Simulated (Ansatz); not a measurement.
Geometry optimisation, RKS PBE0/def2-SVP (Ansatz 0.2.0).

The input (input.yaml):

```yaml
crystal:
  periodic: [false, false, false]
  atoms:
    - { symbol: C, position_ang: [0.016, 0.9963, -0.9696] }
    - { symbol: Al, position_ang: [-0.2301, -0.5354, 0.2213] }
    - { symbol: O, position_ang: [0.6863, -2.0659, -0.1303] }
    - { symbol: O, position_ang: [-1.268, -0.4328, 1.6717] }
    - { symbol: H, position_ang: [-0.3391, 0.7532, -2.0269] }
    - { symbol: H, position_ang: [-0.6749, 1.8838, -0.6159] }
    - { symbol: H, position_ang: [1.0535, 1.3729, -0.9859] }
    - { symbol: H, position_ang: [1.6082, -1.9297, 0.3691] }
    - { symbol: H, position_ang: [-0.7633, -0.0886, 2.4494] }
basis:
  gaussian: { orbitals: def2-SVP }
hamiltonian:
  xc: pbe0
relax:
  f_tol: 0.015
  max_steps: 40
```

Run as:

```bash
$ ansatz run input.yaml --threads 1 --pin off --max-ram 2048MiB --backend cpu --events-out ev --progress --plain --runs-dir out
```

Question: Where does it end, and by what steps?

Answer: It converged. After 8 steps the energy has fallen by 0.942 eV; H8 moved furthest, 0.70 Å.

```
step  energy less start (eV)  largest force component (eV/Å)  accepted
   0                  0.0000                           2.970       yes
   1                 -0.4167                           1.373       yes
   2                 -0.5674                           0.842       yes
   3                 -0.6589                           0.473       yes
   4                 -0.7526                           0.809       yes
   5                 -0.8566                           0.623       yes
   6                 -0.9370                           0.123       yes
   7                 -0.9418                           0.017       yes
   8                 -0.9419                           0.008       yes
```

```xyz
9
Properties=species:S:1:pos:R:3
C -0.048 1.090 -1.050
Al 0.019 -0.304 0.291
O 1.007 -1.663 0.006
O -0.907 -0.128 1.712
H -0.389 0.687 -2.018
H -0.725 1.906 -0.759
H 0.954 1.518 -1.219
H 1.153 -2.425 0.566
H -0.976 -0.728 2.454
```

The run took 87 s on 1 thread of Intel(R) Xeon(R) Processor @ 2.50GHz (Skylake/Cascade Lake), with other jobs on the host, peak memory 0.17 GiB.
